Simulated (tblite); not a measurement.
Compound: 2-ethyl-1-butanol, C6H14O.
Bonds: C1–C2, C2–C3, C3–C4, C4–C5, C3–C6, C6–O7. Hydrogens: H8, H9, H10 on C1; H11, H12 on C2; H13 on C3; H14, H15 on C4; H16, H17, H18 on C5; H19, H20 on C6; H21 on O7.

Computed with GFN2-xTB (tblite), gas phase: L-BFGS steps from a force-field or distance-geometry start until the largest atomic force falls under 0.01 eV/Å.

Step 35: E = -654.4267 eV
```
atom  x, y, z in Å  |  force x, y, z in eV/Å
C1      2.2661   -1.1332    0.0655   -0.015   0.015  -0.011
C2      1.5523    0.1004   -0.4753   -0.017   0.012  -0.014
C3      0.1549    0.3514    0.1139   -0.001   0.012  -0.003
C4     -0.7779   -0.8511   -0.0781    0.021   0.019  -0.012
C5     -2.1395   -0.6925    0.5930    0.015  -0.010  -0.020
C6     -0.3919    1.6284   -0.5439   -0.013  -0.019  -0.006
O7     -1.5670    2.1487    0.0277   -0.009  -0.027  -0.026
H8      1.8029   -2.0461   -0.2980    0.003  -0.016   0.019
H9      2.2528   -1.1429    1.1533    0.008   0.010  -0.008
H10     3.3016   -1.1278   -0.2674    0.006  -0.020   0.024
H11     1.4653    0.0208   -1.5611   -0.004  -0.042  -0.010
H12     2.1707    0.9775   -0.2674   -0.008   0.001   0.017
H13     0.2628    0.5340    1.1919   -0.009   0.008  -0.002
H14    -0.9227   -1.0215   -1.1472    0.015  -0.003  -0.001
H15    -0.2936   -1.7355    0.3399    0.004   0.014  -0.003
H16    -2.7271    0.0803    0.1074    0.008   0.023   0.006
H17    -2.6876   -1.6299    0.5321   -0.024  -0.010   0.003
H18    -2.0260   -0.4326    1.6445    0.017  -0.031  -0.006
H19    -0.6425    1.4241   -1.5876   -0.005   0.018  -0.018
H20     0.3981    2.3973   -0.5274   -0.024   0.001   0.008
H21    -1.4605    2.1673    0.9836    0.033   0.045   0.064
```

Step 36: E = -654.4273 eV
```
atom  x, y, z in Å  |  force x, y, z in eV/Å
C1      2.2647   -1.1328    0.0663   -0.012   0.011  -0.010
C2      1.5528    0.1000   -0.4766   -0.046   0.024  -0.006
C3      0.1555    0.3502    0.1129   -0.022   0.040  -0.001
C4     -0.7770   -0.8522   -0.0786    0.029   0.022  -0.016
C5     -2.1379   -0.6927    0.5927    0.013  -0.012  -0.026
C6     -0.3937    1.6280   -0.5431    0.004  -0.014  -0.014
O7     -1.5689    2.1486    0.0288    0.015  -0.038  -0.001
H8      1.8021   -2.0462   -0.2955   -0.008  -0.024   0.013
H9      2.2498   -1.1403    1.1538    0.018   0.007   0.004
H10     3.2991   -1.1282   -0.2674    0.034  -0.022   0.029
H11     1.4657    0.0175   -1.5621    0.001  -0.025  -0.010
H12     2.1697    0.9780   -0.2665   -0.006  -0.010  -0.002
H13     0.2641    0.5325    1.1910   -0.010   0.008  -0.003
H14    -0.9217   -1.0223   -1.1475    0.013  -0.009  -0.007
H15    -0.2921   -1.7359    0.3399    0.000   0.009  -0.005
H16    -2.7247    0.0810    0.1077    0.010   0.033   0.011
H17    -2.6876   -1.6285    0.5290   -0.027  -0.022   0.012
H18    -2.0222   -0.4348    1.6443    0.006  -0.031  -0.005
H19    -0.6443    1.4256   -1.5874   -0.008   0.011  -0.013
H20     0.3968    2.3968   -0.5269   -0.031  -0.001   0.012
H21    -1.4593    2.1726    0.9849    0.027   0.043   0.039
```

**Question.** Estimate the geometry and energy of step 37. (The exact step hangs on the optimiser's Hessian estimate; all steps are aligned on step 36, rigid shifts and turns removed.)

**Answer.** E = -654.4280 eV, largest force 0.067 eV/Å
```
atom  x, y, z in Å  |  force x, y, z in eV/Å
C1      2.2623   -1.1320    0.0668   -0.002   0.001  -0.003
C2      1.5525    0.1002   -0.4787   -0.057   0.021   0.004
C3      0.1560    0.3493    0.1120   -0.036   0.051  -0.001
C4     -0.7751   -0.8534   -0.0795    0.022   0.016  -0.018
C5     -2.1356   -0.6934    0.5917    0.004  -0.012  -0.023
C6     -0.3957    1.6274   -0.5420    0.014   0.000  -0.019
O7     -1.5713    2.1475    0.0300    0.033  -0.042   0.040
H8      1.8000   -2.0464   -0.2925   -0.015  -0.023   0.007
H9      2.2456   -1.1367    1.1540    0.026   0.005   0.013
H10     3.2965   -1.1296   -0.2663    0.050  -0.021   0.031
H11     1.4655    0.0135   -1.5639    0.005  -0.001  -0.005
H12     2.1684    0.9786   -0.2663   -0.004  -0.020  -0.027
H13     0.2659    0.5304    1.1902   -0.013   0.011  -0.005
H14    -0.9194   -1.0236   -1.1482    0.013  -0.012  -0.015
H15    -0.2899   -1.7364    0.3398   -0.002   0.004  -0.006
H16    -2.7215    0.0818    0.1078    0.014   0.032   0.018
H17    -2.6876   -1.6279    0.5265   -0.022  -0.024   0.016
H18    -2.0174   -0.4376    1.6436   -0.006  -0.029  -0.007
H19    -0.6454    1.4277   -1.5870   -0.012   0.003  -0.006
H20     0.3949    2.3961   -0.5247   -0.033   0.003   0.013
H21    -1.4576    2.1815    0.9863    0.021   0.037  -0.006
```

The energy changes by -0.0007 eV. The first-order estimate −F·Δx gives -0.0010 eV and the mean of the old and new forces, exact on a quadratic surface, -0.0007 eV. The step makes an angle of 68° with the force vector and moves no atom by more than 0.009 Å.
